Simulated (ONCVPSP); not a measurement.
Ag: one change to an ONCV potential, before and after

* Element: Ag
* Generator: ONCVPSP 4.0.1
* Type: optimised norm-conserving Vanderbilt (ONCV)
* Functional: LDA (Perdew-Zunger)
* Relativity: scalar-relativistic
* Frozen core: [Ar] 3d10
* Valence charge: 19
* Reference configuration: 4s2 4p6 4d10 5s1
* Partial waves: 4s+5s: rc 1.40 bohr, ncon 5, nbas 8, qcut 9.2 1/bohr, 2 projectors; 4p: rc 1.50 bohr, ncon 4, nbas 8, qcut 10.4 1/bohr, 2 projectors, debl 2.8 Ha; 4d: rc 1.40 bohr, ncon 4, nbas 9, qcut 9.2 1/bohr, local
* Local potential: the d channel
* Core correction: none

Change: d: nproj 1; local potential polynomial inside 0.95 bohr (lpopt 5, dvloc0 0 Ha).

Cutoffs: the cutoffs (Ha) at which the residual kinetic energy of the hardest occupied pseudo-wave falls to 1 and 0.1 mHa per electron; they do not see the model core or the augmentation charge, which bear on the density cutoff. Errors are all-electron minus pseudo energies relative to the spin-unpolarised reference configuration.

Problem. What does the change do?

Solution. The potential gets neither clearly harder nor softer (35 Ha and 40 Ha → 35 Ha and 40 Ha); of the 4 tests that both files solve, the error grows in 0 and shrinks in 2 by more than 15 % and 0.3 meV (median size 2.5 → 1.5 meV); neither file shows a bound ghost.

```tsv
quantity	base	changed
cutoff, loose	35 Ha	35 Ha
cutoff, tight	40 Ha	40 Ha
bound ghosts	none	none
GHOST(+) flags under 300 eV	none	s at 227.9 eV
error for 4s2 4p6 4d10 5s0, meV [ΔE 8.10 eV]	-1.1	-1.1
error for 4s2 4p6 4d9 5s0, meV [ΔE 30.49 eV]	-3.8	-2.2
error for 4s2 4p6 4d8 5s0, meV [ΔE 66.92 eV]	-6.2	+1.9
error for 4s2 4p6 4d10 5s0.5, meV [ΔE 3.19 eV]	-0.5	-0.5
s: phases at 1.42 bohr within 0.05 rad from the reference energy up to (Ha; the scan ends near 5)	to the end of the scan	to the end of the scan
p: phases at 1.53 bohr within 0.05 rad from the reference energy up to (Ha; the scan ends near 5)	to the end of the scan	to the end of the scan
d: phases at 1.42 bohr within 0.05 rad from the reference energy up to (Ha; the scan ends near 5)	to the end of the scan	4.4
```
